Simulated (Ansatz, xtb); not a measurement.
**Two isomers of GeH6Si2+**

Structure a: the doublet with the links of `[SiH2+][GeH][SiH3]`. Structure b: the doublet with the links of `[SiH3][SiH+][GeH2]`. Both are isolated ions in the gas phase, relaxed with PBE0-D3(BJ)/def2-SVP, each in the lowest conformer that the search found.

Energies in hartree; the thermal terms are from PBE0-D3(BJ)/def2-SVP harmonic frequencies (ideal gas, rigid rotor, one conformer each, 298.15 K, 1 atm) and include the zero-point energy:

```
                               a            b
E, CCSD(T)/def2-SVP  −2656.439630  −2656.434844
    E, MP2/def2-SVP  −2656.379204  −2656.373759
  E, MP2/def2-TZVPP  −2656.916461  −2656.909654
  zero-point energy      0.048243      0.048137
       H(298 K) − E      0.056553      0.056377
       G(298 K) − E      0.015324      0.015192
```

Task: Correct the CCSD(T) difference for the basis set by the MP2 change, then work out ΔE, ΔE₀, ΔH and ΔG for a → b in kJ/mol (1 Eh = 2625.50 kJ/mol) and the equilibrium ratio [b]/[a].

Result: 1. Differences b − a: CCSD(T) +0.004786, MP2 in the small set +0.005445, MP2 in the large set +0.006807 Eh.
2. ΔE = +0.004786 + (+0.006807 − (+0.005445)) = +0.006148 Eh = +16.14 kJ/mol.
3. ΔE₀ = ΔE + ΔZPE = +0.006148 + (−0.000106) Eh = +15.86 kJ/mol.
4. ΔH = ΔE + (−0.000176) Eh = +15.68 kJ/mol.
5. ΔG = ΔE + (−0.000132) Eh = +15.80 kJ/mol, so ΔS = (ΔH − ΔG)/T = −0.4 J/(mol K).
6. kT = 0.9442 mEh, so K = [b]/[a] = exp(−ΔG/kT) = exp(−6.37) ≈ 0.0017.

Structure a is favoured at this temperature. An error of 4 kJ/mol in ΔG would change K by a factor of 5. HF/STO-3G gave ΔE the other sign. Mirror images and further conformers aren't counted.

As drawn, b has 1 Si–Si, 1 Ge–H in place of 1 Ge–Si, 1 Si–H.

Other levels gave ΔE = +76.8 (GFN2-xTB); −16.5 (HF/STO-3G, GFN2-xTB geometries); +20.5 (r2SCAN-D4/def2-SVP, GFN2-xTB geometries); +10.8 (PBE0-D3(BJ)/def2-SVP); +14.0 (HF/def2-SVP); +14.3 (MP2/def2-SVP); +12.6 (CCSD(T)/def2-SVP) kJ/mol. Open shells are spin-unrestricted. The correlated steps freeze 19 core orbitals; the filled d shell of Ge is correlated, in a basis made for valence electrons. Programs: Ansatz 0.2.0, xtb 6.7.1.
